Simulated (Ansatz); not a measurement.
Ansatz (a quantum-chemistry and plane-wave program) input (X2C-CCSD(T)/cc-pVTZ-DK):

Ansatz 0.2 input:
```yaml
crystal:
  periodic: [false, false, false]
  atoms:
    - {symbol: C, position_ang: [-0.16093907, -1.76053309, 0.00094018]}
    - {symbol: C, position_ang: [0.87229669, -1.23444662, -1.01075713]}
    - {symbol: C, position_ang: [1.79427147, -0.14070695, -0.45963437]}
    - {symbol: C, position_ang: [1.17011190, 1.23003685, -0.23529169]}
    - {symbol: S, position_ang: [-0.24783306, 1.16407865, 0.93616009]}
    - {symbol: C, position_ang: [-1.57138180, 0.42297631, -0.10036899]}
    - {symbol: C, position_ang: [-1.54669190, -1.10234386, -0.02074137]}
    - {symbol: H, position_ang: [0.25848899, -1.69016908, 1.01057032]}
    - {symbol: H, position_ang: [-0.31595623, -2.82684348, -0.16350895]}
    - {symbol: H, position_ang: [0.38272056, -0.89558983, -1.92892247]}
    - {symbol: H, position_ang: [1.51438074, -2.06264078, -1.31008702]}
    - {symbol: H, position_ang: [2.61356779, 0.03449330, -1.16148368]}
    - {symbol: H, position_ang: [2.25630429, -0.48625346, 0.46802658]}
    - {symbol: H, position_ang: [1.87357545, 1.92001252, 0.23145738]}
    - {symbol: H, position_ang: [0.78474854, 1.67161886, -1.15375222]}
    - {symbol: H, position_ang: [-2.50369404, 0.83825521, 0.28102492]}
    - {symbol: H, position_ang: [-1.40295477, 0.80110927, -1.10708276]}
    - {symbol: H, position_ang: [-2.10900180, -1.44925758, -0.89085776]}
    - {symbol: H, position_ang: [-2.10523580, -1.42510557, 0.85829862]}
    - {symbol: H, position_ang: [-0.62761882, 2.45521624, 0.84287593]}
basis:
  gaussian:
    orbitals: cc-pVTZ-DK
total_charge: 1
magnetization: {spin_polarized: false}
correlation: {method: ccsd_t, electrons: outside_noble_gas}
```

Output:

```
Functional definition: HF
integrals: 6.15 GiB planned
2228 factors; integrals over basis functions are off by at most 1.1e-3 eV
2.83 GiB of device memory are held for the factors and their scratch space
mean field: 2.98 GiB planned
mean field evaluation 1: about -17225.1262 eV, gradient 5.5e1 eV
mean field evaluation 2: about -17225.5592 eV, gradient 5.5e1 eV
mean field evaluation 4: about -17233.6698 eV, gradient 5.7e0 eV
mean field evaluation 8: about -17233.7967 eV, gradient 3.1e-1 eV
mean field evaluation 16: about -17225.1256 eV, gradient 5.5e1 eV
mean field -17233.79722155 eV, -633.3303664048 hartree, gradient 2.1e-6 eV, S^2 0.000000; 0 other end points of the search recorded, 0 dependent functions left out
11 core orbitals not correlated
reference -17233.79722155 eV, -633.3303664048 hartree; 21, 21 occupied and 364, 364 virtual orbitals, 2228 factors
second order -32.89574169 eV of doubles, -0.00000000 eV of singles
coupled cluster: 41.02 GiB planned
cycle   1  -33.99606350 eV  change    -1.1e0 eV  update   1.1e-1
cycle   2  -34.81381217 eV  change   -8.2e-1 eV  update   3.1e-2
cycle   3  -34.93720662 eV  change   -1.2e-1 eV  update   1.3e-2
cycle   4  -34.93151328 eV  change    5.7e-3 eV  update   3.0e-3
cycle   5  -34.93192114 eV  change   -4.1e-4 eV  update   1.3e-3
cycle   6  -34.93215012 eV  change   -2.3e-4 eV  update   4.0e-4
cycle   7  -34.93196290 eV  change    1.9e-4 eV  update   1.6e-4
cycle   8  -34.93194929 eV  change    1.4e-5 eV  update   4.9e-5
perturbative correction -1.49705377 eV, -0.0550157113 hartree
Total energy: -17270.22622461 eV, -634.6691075747 hartree
Relativity: scalar
```

It need not be the lowest isomer of its formula.
